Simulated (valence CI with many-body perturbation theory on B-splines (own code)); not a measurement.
# Forbidden lines of Cs¹⁵⁺

Computed by configuration interaction combined with many-body perturbation theory (CI+MBPT): four valence electrons over a frozen Dirac-Fock core [Kr], a basis of 7 s, 7 p, 8 d, 6 f, 4 g, 1 h functions for each j, with the one-electron correlation potential Σ1 (screened to all orders), the two-electron term Σ2, the three-electron term Σ3, Breit, model QED; selected single and double excitations, second order for the rest, scaled by the run's own slope (own B-spline code, finite nucleus).

No measured levels were compared; by estimate terms of the open shell hold to 2 to 4 % of their energy, and close levels can change places. Excitations out of the core, of the other parity, are not computed and may begin above about 66.7 eV (a cautious bound); beyond it only levels of the ground parity were kept, without lifetimes.

Lines 51 to 100 of 120 in falling wavelength, among levels below 537760 cm⁻¹, chosen from the decays that carry over 1 % of a level's rate. Wavelengths and rates use the calculated energies, so an error of 2000 cm⁻¹ moves a line at 333.2 nm by 6.7 % and its rate by three times that or more. S is in atomic units (e²a₀⁴ for E2 and M2, e²a₀⁶ for E3), for M1 in squared Bohr magnetons. Weak lines are less certain than strong ones. Lines between different terms over intervals too small for the method are left out, as are lines whose strength nearly cancels.

Names give the largest LS component (configuration and term), which can be under half, so a name can repeat, a term be missing and a line seem to break the LS rules; names also repeat where a configuration has a term twice. Letters in brackets count levels of one name in rising energy.

```tsv
λ vac (nm)	Upper	Lower	Type	A (s⁻¹)	S (a.u.)
333.2	4d4 3D_1	4d4 3F_2 [a]	M1	1.27e+02	5.22e-01
329.4	4d4 1I_6	4d4 3H_5	M1	1.33e+02	2.29e+00
329.0	4d4 3P_2 [a]	4d4 3G_3	M1	1.27e+01	8.40e-02
328.7	4d4 1G_4 [a]	4d4 3G_4	M1	1.53e+01	1.81e-01
328.3	4d4 3P_2 [b]	4d4 3D_2	M1	7.74e+01	5.08e-01
310.5	4d4 1F_3	4d4 3F_3 [a]	M1	8.66e+01	6.73e-01
308.9	4d4 3P_0 [a]	4d4 5D_1	M1	7.90e+02	8.63e-01
304.0	4d4 1F_3	4d4 3F_4 [a]	M1	4.92e+00	3.59e-02
290.3	4d4 3G_3	4d4 5D_2	M1	7.58e+01	4.81e-01
285.8	4d4 1F_3	4d4 3D_2	M1	7.43e+01	4.50e-01
271.8	4d4 3G_4	4d4 5D_4	M1	9.66e+00	6.47e-02
270.6	4d4 3G_5	4d4 3H_4	M1	8.81e+00	7.11e-02
270.1	4d4 3F_2 [b]	4d4 3D_1	M1	1.22e+02	4.46e-01
269.8	4d4 3F_4 [b]	4d4 3G_5	M1	9.76e+01	6.40e-01
269.6	4d4 3F_2 [a]	4d4 5D_2	M1	1.35e+02	4.90e-01
265.3	4d4 1F_3	4d4 3G_4	M1	5.76e+01	2.79e-01
255.7	4d4 3P_1 [a]	4d4 5D_2	M1	4.60e+02	8.54e-01
254.5	4d4 3F_2 [b]	4d4 3P_2 [a]	M1	1.19e+02	3.64e-01
252.3	4d4 3P_2 [c]	4d4 3F_3 [a]	M1	1.38e+01	4.11e-02
245.5	4d4 1G_4 [a]	4d4 3H_5	M1	3.35e+01	1.65e-01
244.5	4d4 1S_0 [a]	4d4 3P_1 [a]	M1	6.78e+02	3.67e-01
242.0	4d4 3P_2 [b]	4d4 3P_1 [a]	M1	5.16e+01	1.35e-01
241.1	4d4 3F_4 [b]	4d4 3F_3 [b]	M1	2.76e+02	1.29e+00
240.4	4d4 3F_4 [a]	4d4 5D_4	M1	9.84e+01	4.56e-01
236.5	4d4 3F_3 [a]	4d4 5D_4	M1	1.64e+02	5.64e-01
232.7	4d4 3D_1	4d4 3P_0 [a]	M1	2.69e+02	3.76e-01
231.2	4d4 1G_4 [a]	4d4 3G_3	M1	3.75e+01	1.55e-01
230.7	4d4 3P_2 [b]	4d4 3F_2 [a]	M1	3.24e+01	7.38e-02
229.4	4d4 3D_2	4d4 5D_3	M1	1.58e+01	3.53e-02
220.6	4d4 3F_2 [a]	4d4 5D_1	M1	1.87e+02	3.72e-01
220.1	4d4 3F_2 [b]	4d4 3F_3 [b]	M1	1.46e+02	2.88e-01
218.9	4d4 3F_4 [a]	4d4 5D_3	M1	1.07e+02	3.76e-01
217.5	4d4 3P_2 [b]	4d4 3G_3	M1	1.08e+02	2.06e-01
215.6	4d4 3F_3 [a]	4d4 5D_3	M1	1.03e+01	2.68e-02
207.9	4d4 3F_4 [b]	4d4 3F_4 [a]	M1	3.01e+02	9.03e-01
207.4	4d4 3F_3 [b]	4d4 5D_4	M1	1.18e+01	2.72e-02
197.9	4d4 1F_3	4d4 3G_3	M1	7.33e+01	1.47e-01
194.7	4d4 3F_2 [b]	4d4 3F_3 [a]	M1	1.70e+02	2.33e-01
194.0	4d4 1G_4 [a]	4d4 3H_4	M1	4.62e+01	1.13e-01
191.1	4d4 3F_3 [b]	4d4 5D_3	M1	1.21e+02	2.19e-01
190.0	4d4 3F_3 [c]	4d4 3F_4 [a]	M1	5.37e+01	9.56e-02
190.0	4d4 3G_5	4d4 5D_4	M1	1.54e+01	4.29e-02
189.5	4d4 3F_3 [a]	4d4 5D_2	M1	3.44e+00	6.08e-03
189.0	4d4 3F_4 [b]	4d4 3G_4	M1	1.91e+02	4.31e-01
187.6	4d4 3P_2 [c]	4d4 3P_1 [a]	M1	9.98e+01	1.22e-01
184.7	4d4 3F_2 [b]	4d4 3D_2	M1	4.13e+01	4.82e-02
172.5	4d4 3P_2 [c]	4d4 3G_3	M1	1.03e+02	9.79e-02
171.8	4d4 3D_2	4d4 5D_1	M1	3.50e+01	3.29e-02
171.1	4d4 3P_2 [a]	4d4 5D_3	M1	4.92e+02	4.56e-01
170.3	4d4 3F_3 [b]	4d4 5D_2	M1	1.54e+02	1.97e-01
```
